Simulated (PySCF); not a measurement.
Ligands exchanged one at a time, Ge Cl-H. Isolated molecules, 0 K electronic values unless said otherwise. Strings in code marks are SMILES.

The dipole moment from two functionals at the same geometries (CAM-B3LYP-D3(BJ)/def2-TZVP), both in PySCF: PBE-D3(BJ)/def2-TZVP and CAM-B3LYP-D3(BJ)/def2-TZVP. 

| species | PBE-D3(BJ)/def2-TZVP (D) | CAM-B3LYP-D3(BJ)/def2-TZVP (D) |
|---|---|---|
| 0 of 4 Cl replaced by H | 0.00 | 0.00 |
| 1 of 4 Cl replaced by H (`[Cl][GeH]([Cl])[Cl]`) | 1.36 | 1.50 |
| 2 of 4 Cl replaced by H (`[Cl][GeH2][Cl]`) | 1.84 | 2.03 |
| 3 of 4 Cl replaced by H (`[Cl][GeH3]`) | 1.87 | 2.04 |
| 4 of 4 Cl replaced by H (`[GeH4]`) | 0.00 | 0.00 |

Over these rows, drawn at random from the members with no instability flagged (it was tested for open shells, ions and some series alone), PBE minus CAM-B3LYP-D3(BJ): mean -0.10 D, from -0.18 D to 0.00 D.
